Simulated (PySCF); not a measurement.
CdCl (SMILES [Cl][Cd+]), charge +1, singlet, geometry from GFN2-xTB (such geometries of metal compounds can be far from the true shape) (all electrons, no relativity), with bond 2-1 at 1.6 times its length; PySCF with CAMB3LYP/3-21G.

PySCF was given this input:
```python
from pyscf import gto, scf, dft

mol = gto.M(
    atom='''
Cd   -0.000000   -0.000000   -0.577064
Cl    0.000000    0.000000    2.953212
''',
    basis='3-21g',
    charge=1,
    spin=0,
    verbose=4,
)

mf = dft.RKS(mol)
mf.xc = 'camb3lyp'
mf.DIIS = scf.EDIIS
mf.kernel()
mf.analyze()
```

Predict the main parts of the log of this PySCF run.


```
PySCF version 2.14.0

[INPUT] verbose = 4
[INPUT] num. atoms = 2
[INPUT] num. electrons = 64
[INPUT] charge = 1
[INPUT] spin (= nelec alpha-beta = 2S) = 0
[INPUT] symmetry False subgroup None
[INPUT] Mole.unit = angstrom
[INPUT] Symbol           X                Y                Z      unit          X                Y                Z       unit  Magmom
[INPUT]  1 Cd     0.000000000000   0.000000000000  -0.577064000000 AA    0.000000000000   0.000000000000  -1.090492916346 Bohr   0.0
[INPUT]  2 Cl     0.000000000000   0.000000000000   2.953212000000 AA    0.000000000000   0.000000000000   5.580761867779 Bohr   0.0

nuclear repulsion = 122.315820097556
number of shells = 21
number of NR pGTOs = 108
number of NR cGTOs = 49
basis = 3-21g
ecp = {}

******** <class 'pyscf.dft.rks.RKS'> ********
method = RKS
initial guess = minao
damping factor = 0
level_shift factor = 0
DIIS = <class 'pyscf.scf.diis.EDIIS'>
diis_start_cycle = 1
diis_space = 8
diis_damp = 0
SCF conv_tol = 1e-09
SCF conv_tol_grad = None
SCF max_cycles = 50
direct_scf = True
direct_scf_tol = 1e-13
XC library pyscf.dft.libxc version 7.1.2
    S. Lehtola, C. Steigemann, M. J. T. Oliveira, and M. A. L. Marques,  SoftwareX 7, 1–5 (2018)
XC functionals = camb3lyp
    T. Yanai, D. P. Tew, and N. C. Handy,  Chem. Phys. Lett. 393, 51 (2004)
radial grids:
    Treutler-Ahlrichs [JCP 102, 346 (1995); DOI:10.1063/1.469408] (M4) radial grids

becke partition: Becke, JCP 88, 2547 (1988); DOI:10.1063/1.454033
pruning grids: <function nwchem_prune>
grids dens level: 3
symmetrized grids: False
atomic radii adjust function: <function treutler_atomic_radii_adjust>
small_rho_cutoff = 0
Set gradient conv threshold to 3.16228e-05
Initial guess from minao.
tot grids = 41272
init E= -5889.5058333004
  HOMO = -0.41510145369771  LUMO = -0.285705714248419  gap/eV = 3.52104
cycle= 1 E= -5900.00612727718  delta_E= -10.5  |g|= 0.421  |ddm|= 1.94

WARN: HOMO -0.302006736778036 == LUMO -0.302006736778034

cycle= 2 E= -5897.37006791569  delta_E= 2.64  |g|= 2.37  |ddm|= 3.74
  HOMO = -0.747418075675452  LUMO = -0.35297416533027  gap/eV = 10.73337
cycle= 3 E= -5899.81149517093  delta_E= -2.44  |g|= 0.857  |ddm|= 3.94
  HOMO = -0.69970238417757  LUMO = -0.353434140856652  gap/eV = 9.42244
cycle= 4 E= -5899.86791194606  delta_E= -0.0564  |g|= 0.715  |ddm|= 0.194
  HOMO = -0.699702382229821  LUMO = -0.353434141285883  gap/eV = 9.42244
cycle= 5 E= -5899.86791194789  delta_E= -1.83e-09  |g|= 0.715  |ddm|= 5.88e-09
  HOMO = -0.699702384100085  LUMO = -0.353434140873764  gap/eV = 9.42244
cycle= 6 E= -5899.86791194613  delta_E= 1.76e-09  |g|= 0.715  |ddm|= 5.65e-09
  HOMO = -0.699702388032567  LUMO = -0.353434140007187  gap/eV = 9.42244
cycle= 7 E= -5899.86791194242  delta_E= 3.71e-09  |g|= 0.715  |ddm|= 1.19e-08
  HOMO = -0.699702528621851  LUMO = -0.35343410902807  gap/eV = 9.42244
cycle= 8 E= -5899.86791180954  delta_E= 1.33e-07  |g|= 0.715  |ddm|= 4.25e-07
  HOMO = -0.69970238588411  LUMO = -0.353434140480592  gap/eV = 9.42244
cycle= 9 E= -5899.86791194445  delta_E= -1.35e-07  |g|= 0.715  |ddm|= 4.31e-07
  HOMO = -0.699702373594149  LUMO = -0.353434143188752  gap/eV = 9.42244
cycle= 10 E= -5899.86791195606  delta_E= -1.16e-08  |g|= 0.715  |ddm|= 3.71e-08
  HOMO = -0.303481912269499  LUMO = -0.301982480948274  gap/eV = 0.04080
cycle= 11 E= -5894.74181227933  delta_E= 5.13  |g|= 2.28  |ddm|= 4.69
  HOMO = -0.690635776913271  LUMO = -0.305854249127426  gap/eV = 10.47044
cycle= 12 E= -5899.70388029216  delta_E= -4.96  |g|= 1.01  |ddm|= 4.85
  HOMO = -0.702260412573133  LUMO = -0.305086996244698  gap/eV = 10.80764
cycle= 13 E= -5899.73969317606  delta_E= -0.0358  |g|= 0.938  |ddm|= 0.103
  HOMO = -0.702260424761874  LUMO = -0.305086999711589  gap/eV = 10.80764
cycle= 14 E= -5899.73969319705  delta_E= -2.1e-08  |g|= 0.938  |ddm|= 5.52e-08
  HOMO = -0.702260425567061  LUMO = -0.30508699994061  gap/eV = 10.80764
cycle= 15 E= -5899.73969319844  delta_E= -1.39e-09  |g|= 0.938  |ddm|= 3.65e-09
  HOMO = -0.702260423644159  LUMO = -0.305086999393658  gap/eV = 10.80764
cycle= 16 E= -5899.73969319512  delta_E= 3.32e-09  |g|= 0.938  |ddm|= 8.72e-09
  HOMO = -0.702260416025655  LUMO = -0.305086997226712  gap/eV = 10.80764
cycle= 17 E= -5899.739693182  delta_E= 1.31e-08  |g|= 0.938  |ddm|= 3.45e-08
  HOMO = -0.702260413196639  LUMO = -0.305086996422037  gap/eV = 10.80764
cycle= 18 E= -5899.73969317712  delta_E= 4.88e-09  |g|= 0.938  |ddm|= 1.28e-08
  HOMO = -0.702260425305291  LUMO = -0.305086999866137  gap/eV = 10.80764
cycle= 19 E= -5899.73969319797  delta_E= -2.09e-08  |g|= 0.938  |ddm|= 5.49e-08
  HOMO = -0.305713103049233  LUMO = -0.294384948701812  gap/eV = 0.30825
cycle= 20 E= -5893.42274408088  delta_E= 6.32  |g|=  1.9  |ddm|= 5.06
  HOMO = -0.662810855140779  LUMO = -0.291642629753034  gap/eV = 10.10000
cycle= 21 E= -5899.66858594614  delta_E= -6.25  |g|= 1.04  |ddm|= 5.12
  HOMO = -0.667836595910787  LUMO = -0.29135366191011  gap/eV = 10.24462
cycle= 22 E= -5899.68057621224  delta_E= -0.012  |g|= 1.02  |ddm|= 0.0402
  HOMO = -0.667836594973843  LUMO = -0.291353661661214  gap/eV = 10.24462
cycle= 23 E= -5899.68057621056  delta_E= 1.68e-09  |g|= 1.02  |ddm|= 4.17e-09
  HOMO = -0.667836594369284  LUMO = -0.291353661500637  gap/eV = 10.24462
cycle= 24 E= -5899.68057620949  delta_E= 1.07e-09  |g|= 1.02  |ddm|= 2.69e-09
  HOMO = -0.667836595459029  LUMO = -0.291353661790096  gap/eV = 10.24462
cycle= 25 E= -5899.68057621145  delta_E= -1.96e-09  |g|= 1.02  |ddm|= 4.85e-09
  HOMO = -0.66783659450952  LUMO = -0.291353661537874  gap/eV = 10.24462
cycle= 26 E= -5899.68057620976  delta_E= 1.68e-09  |g|= 1.02  |ddm|= 4.23e-09
  HOMO = -0.667836586025838  LUMO = -0.291353659284219  gap/eV = 10.24462
cycle= 27 E= -5899.68057619456  delta_E= 1.52e-08  |g|= 1.02  |ddm|= 3.78e-08
  HOMO = -0.667836595281943  LUMO = -0.291353661743055  gap/eV = 10.24462
cycle= 28 E= -5899.68057621113  delta_E= -1.66e-08  |g|= 1.02  |ddm|= 4.12e-08
  HOMO = -0.307953129742389  LUMO = -0.291096106698683  gap/eV = 0.45870
cycle= 29 E= -5893.35522183518  delta_E= 6.33  |g|= 1.94  |ddm|= 5.15
  HOMO = -0.661613755850952  LUMO = -0.290044553386132  gap/eV = 10.11091
cycle= 30 E= -5899.67381309853  delta_E= -6.32  |g|= 1.03  |ddm|= 5.16
  HOMO = -0.663777121953525  LUMO = -0.290221148422352  gap/eV = 10.16498
cycle= 31 E= -5899.67520624141  delta_E= -0.00139  |g|= 1.03  |ddm|= 0.00612
  HOMO = -0.663777115976532  LUMO = -0.290221146843377  gap/eV = 10.16498
cycle= 32 E= -5899.67520623072  delta_E= 1.07e-08  |g|= 1.03  |ddm|= 2.64e-08
  HOMO = -0.663777122066189  LUMO = -0.290221148452101  gap/eV = 10.16498
cycle= 33 E= -5899.6752062416  delta_E= -1.09e-08  |g|= 1.03  |ddm|= 2.69e-08
  HOMO = -0.66377712144499  LUMO = -0.290221148287964  gap/eV = 10.16498
cycle= 34 E= -5899.67520624049  delta_E= 1.11e-09  |g|= 1.03  |ddm|= 2.75e-09
  HOMO = -0.663777122992715  LUMO = -0.290221148696915  gap/eV = 10.16498
cycle= 35 E= -5899.67520624326  delta_E= -2.77e-09  |g|= 1.03  |ddm|= 6.85e-09
  HOMO = -0.663777122155949  LUMO = -0.290221148475801  gap/eV = 10.16498
cycle= 36 E= -5899.67520624177  delta_E= 1.5e-09  |g|= 1.03  |ddm|= 3.7e-09
  HOMO = -0.663777122048983  LUMO = -0.290221148447554  gap/eV = 10.16498
cycle= 37 E= -5899.67520624158  delta_E= 1.82e-10  |g|= 1.03  |ddm|= 4.73e-10
  HOMO = -0.30822513940749  LUMO = -0.291091588521955  gap/eV = 0.46623
cycle= 38 E= -5893.34786603041  delta_E= 6.33  |g|= 1.94  |ddm|= 5.16
  HOMO = -0.661931157392002  LUMO = -0.289916845374342  gap/eV = 10.12303
cycle= 39 E= -5899.67433176059  delta_E= -6.33  |g|= 1.03  |ddm|= 5.16
  HOMO = -0.662675879796464  LUMO = -0.290003137152117  gap/eV = 10.14094
cycle= 40 E= -5899.67457090861  delta_E= -0.000239  |g|= 1.03  |ddm|= 0.00183
  HOMO = -0.662675903047742  LUMO = -0.290003143285461  gap/eV = 10.14094
cycle= 41 E= -5899.67457095023  delta_E= -4.16e-08  |g|= 1.03  |ddm|= 1.03e-07
  HOMO = -0.662675872964183  LUMO = -0.29000313535002  gap/eV = 10.14094
cycle= 42 E= -5899.67457089638  delta_E= 5.39e-08  |g|= 1.03  |ddm|= 1.33e-07
  HOMO = -0.662675900849352  LUMO = -0.290003142705767  gap/eV = 10.14094
cycle= 43 E= -5899.67457094628  delta_E= -4.99e-08  |g|= 1.03  |ddm|= 1.23e-07
  HOMO = -0.662675849007298  LUMO = -0.290003129030637  gap/eV = 10.14094
cycle= 44 E= -5899.6745708535  delta_E= 9.28e-08  |g|= 1.03  |ddm|= 2.29e-07
  HOMO = -0.662675879060615  LUMO = -0.290003136958489  gap/eV = 10.14094
cycle= 45 E= -5899.67457090729  delta_E= -5.38e-08  |g|= 1.03  |ddm|= 1.33e-07
  HOMO = -0.662675879535245  LUMO = -0.290003137085376  gap/eV = 10.14094
cycle= 46 E= -5899.67457090815  delta_E= -8.68e-10  |g|= 1.03  |ddm|= 2.15e-09
  HOMO = -0.308299167311521  LUMO = -0.291139428063544  gap/eV = 0.46694
cycle= 47 E= -5893.34668946299  delta_E= 6.33  |g|= 1.94  |ddm|= 5.16
  HOMO = -0.662093644627269  LUMO = -0.289912106708156  gap/eV = 10.12758
cycle= 48 E= -5899.67439822279  delta_E= -6.33  |g|= 1.03  |ddm|= 5.16
  HOMO = -0.66233589019462  LUMO = -0.289942262400176  gap/eV = 10.13335
cycle= 49 E= -5899.67445707853  delta_E= -5.89e-05  |g|= 1.03  |ddm|= 0.000588
  HOMO = -0.662335895715019  LUMO = -0.28994226385379  gap/eV = 10.13335
cycle= 50 E= -5899.67445708842  delta_E= -9.89e-09  |g|= 1.03  |ddm|= 2.43e-08
SCF not converged.
SCF energy = -5899.67445708842
**** SCF Summaries ****
Total Energy =                       -5899.674457088423878
Nuclear Repulsion Energy =             122.315820097556127
One-electron Energy =                -8376.362099875430431
Two-electron Energy =                 2354.371822689451164
Two-electron Coulomb Energy =         2534.024036017680828
DFT Exchange-Correlation Energy =     -179.652213328229777
HOMO-LUMO gap [eV] =                    10.133346867965676
**** MO energy ****
MO #1   energy= -939.636021725303  occ= 2
MO #2   energy= -137.637001548031  occ= 2
MO #3   energy= -127.864927492847  occ= 2
MO #4   energy= -127.863720224675  occ= 2
MO #5   energy= -127.863720219973  occ= 2
MO #6   energy= -101.745247500198  occ= 2
MO #7   energy= -26.0321538749921  occ= 2
MO #8   energy= -21.862528947252   occ= 2
MO #9   energy= -21.8585262359897  occ= 2
MO #10  energy= -21.8585262058636  occ= 2
MO #11  energy= -15.1300023958657  occ= 2
MO #12  energy= -15.1290750551751  occ= 2
MO #13  energy= -15.1290750327886  occ= 2
MO #14  energy= -15.1263454062732  occ= 2
MO #15  energy= -15.1263453792199  occ= 2
MO #16  energy= -10.2571219745186  occ= 2
MO #17  energy= -8.02966145291382  occ= 2
MO #18  energy= -8.02952927076702  occ= 2
MO #19  energy= -8.02952927054509  occ= 2
MO #20  energy= -3.92267337805947  occ= 2
MO #21  energy= -2.58194524061627  occ= 2
MO #22  energy= -2.57080004462505  occ= 2
MO #23  energy= -2.5708000183484   occ= 2
MO #24  energy= -1.48348324825027  occ= 2
MO #25  energy= -0.908020797154208 occ= 2
MO #26  energy= -0.904919956777169 occ= 2
MO #27  energy= -0.904919956040312 occ= 2
MO #28  energy= -0.677629947351172 occ= 2
MO #29  energy= -0.673385934778196 occ= 2
MO #30  energy= -0.673385909265995 occ= 2
MO #31  energy= -0.662343219159952 occ= 2
MO #32  energy= -0.662335895715019 occ= 2
MO #33  energy= -0.28994226385379  occ= 0
MO #34  energy= -0.125195633112595 occ= 0
MO #35  energy= -0.118665025821023 occ= 0
MO #36  energy= -0.118665025365365 occ= 0
MO #37  energy= -0.0235759318961553 occ= 0
MO #38  energy= 0.0615199560933344 occ= 0
MO #39  energy= 0.061519981937778  occ= 0
MO #40  energy= 0.0667962634135033 occ= 0
 ** Mulliken pop on meta-lowdin orthogonal AOs  **
 ** Mulliken pop  **
 ** Mulliken atomic charges  **
charge of    0Cd =      1.99564
charge of    1Cl =     -0.99564

WARN: System has nonzero charge 1; the dipole moment is origin-dependent.
Location of origin: [0. 0. 0.]

Dipole moment(X, Y, Z, Debye):  0.00000,  0.00000, -19.94201
```

The run did not converge; its last values are not results.
